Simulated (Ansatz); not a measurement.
C2H4N2, SMILES `N=C=CN` (charge 0, multiplicity 1).

Cartesian coordinates (Å):
```xyz
8

N      2.1018     0.0645    -0.1913
C      0.9162    -0.2137    -0.0316
C     -0.3524    -0.5305     0.0420
N     -1.4361     0.3952     0.0528
H      2.6035     0.3139     0.6647
H     -0.6088    -1.5695     0.2061
H     -2.1038     0.1903    -0.6821
H     -1.1204     1.3498    -0.0606
```
Charge 0, multiplicity 1.

Frozen-core energies in 6-31g from Ansatz (a quantum-chemistry and plane-wave program) at a geometry from B3LYP-D3(BJ)/def2-TZVP; the HF reference has <S^2> = 0.00 and the T1 diagnostic is 0.014.

```json
[
 {"level": "HF", "energy (Ha)": "-186.79849", "difference from CCSDT(Q) (mHa)": "436.19"},
 {"level": "MP2", "energy (Ha)": "-187.19125", "difference from CCSDT(Q) (mHa)": "43.43"},
 {"level": "CCSD", "energy (Ha)": "-187.21952", "difference from CCSDT(Q) (mHa)": "15.16"},
 {"level": "CCSD(T)", "energy (Ha)": "-187.23258", "difference from CCSDT(Q) (mHa)": "2.09"},
 {"level": "CCSDT", "energy (Ha)": "-187.23318", "difference from CCSDT(Q) (mHa)": "1.50"},
 {"level": "CCSDT(Q)", "energy (Ha)": "-187.23468", "difference from CCSDT(Q) (mHa)": "0.00"}
]
```
